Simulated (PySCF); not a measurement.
## Badger's rule along the second period: bonds to Sn

PBE0 in PySCF with def2-SVPD on every atom (core potentials on Sn), for the lowest determinant that a PBE0 search found; no spin–orbit coupling. Badger's rule says that Re = d + c·k^(−1/3) for bonds between atoms of fixed rows.

| molecule | state (unpaired electrons) | Re (Å) | k (mdyn/Å) |
| --- | --- | --- | --- |
| SnO | singlet (closed shell) | 1.847 | 5.84 |
| SnN | doublet (π ↑) | 1.974 | ? |
| SnF | doublet (π ↑) | 1.987 | ? |
| SnC | triplet (σ ↑, π ↑) | 2.021 | ? |
| LiSn | quartet (σ ↑, π ↑↑) | 2.584 | 0.518 |

Task: Fix c and d from SnO and LiSn.

Result: c = (2.584 − 1.847)/(0.518^(−1/3) − 5.84^(−1/3)) = 1.068, d = 1.847 − c·5.84^(−1/3) = 1.254 Å.

Task: Predict k of the others and set the computed values beside them.

Result: 

```
molecule  k by the rule  k computed  difference (%)
     SnN           3.26        3.06               7
     SnF           3.09        3.05               1
     SnC           2.70        2.56               5
```

The rule misses by 4 % on average, well for two fitted constants.

Spin–orbit coupling is left out. States were picked by a PBE0 search and need not be the measured ground states.
